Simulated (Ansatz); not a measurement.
Basis-set series for `C[S][Zn][S]C`. Charge 0, multiplicity 1. Geometry: relaxed with PBE0-D4/def2-TZVP. It is one conformer, not always the lowest.

```
functional       basis  functions  energy (Eh)  HOMO (eV)  LUMO (eV)
   PBE0-D4    def2-SVP        125  -2654.47440      -6.57      -0.52
   PBE0-D4  def2-QZVPP        534  -2655.17445      -6.81      -0.87
   ωB97M-V    def2-SVP        125  -2654.89661      -8.72       1.02
   ωB97M-V  def2-QZVPP        534  -2655.59768      -9.00       0.49
```

Problem. Give the rows for def2-TZVPP. (Best estimate.)

Solution. Computed: 
| functional | basis | functions | energy (Eh) | HOMO (eV) | LUMO (eV) |
| --- | --- | --- | --- | --- | --- |
| PBE0-D4 | def2-TZVPP | 294 | -2655.10121 | -6.78 | -0.77 |
| ωB97M-V | def2-TZVPP | 294 | -2655.52699 | -8.97 | 0.76 |

Positive LUMOs are unbound and depend on the basis. Scalar relativity is left out up to krypton.
